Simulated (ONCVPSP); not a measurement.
**Plane-wave convergence, ONCV potential for magnesium (Mg)**

magnesium, optimised norm-conserving Vanderbilt (ONCV), made with ONCVPSP 4.0.1 (PBE, scalar-relativistic). Core [He], reference 2s2 2p6 3s2. Waves: 2s+3s: rc 1.10 bohr, ncon 5, nbas 9, qcut 11.2 1/bohr, 2 projectors; 2p: rc 1.30 bohr, ncon 4, nbas 8, qcut 10.4 1/bohr, 2 projectors, debl 0.6 Ha; d scattering state at 0.21 Ha: rc 1.10 bohr, ncon 5, nbas 9, qcut 7.8 1/bohr, local. Local part: the d channel. Core correction: none.

In the p channel the program set the typed energies aside and used -1.713, 0.250 Ha.

For each optimised wave give the share of its norm inside rc, the residual kinetic energy above qcut (Ha) and the cutoffs (Ha) for errors of 10, 1, 0.1 and 0.01 mHa per electron.

```csv
wave,norm inside rc,residual KE,10 mHa,1 mHa,0.1 mHa,0.01 mHa
2s,0.897,6.7e-06,14.9,38.9,50.9,60.3
3s,0.024,1.1e-06,9.3,14.9,41.8,53.4
2p,0.933,1.7e-05,37.1,44.1,49.6,65.8
p projector 2,0.063,1.5e-05,32.2,41.5,48.8,57.0
d projector 1,0.003,2.1e-05,2.2,9.2,21.9,35.3
```

The occupied waves need 44 Ha and 51 Ha for 1 and 0.1 mHa. Rows with under 1 % of the norm inside rc give no meaningful cutoff. Note: ghosts flagged at negative energy: s at -11650.4 eV; no localised positive-energy state flagged. A true bound ghost makes a file unfit for plane-wave use. Its largest configuration-test error is +484 meV.
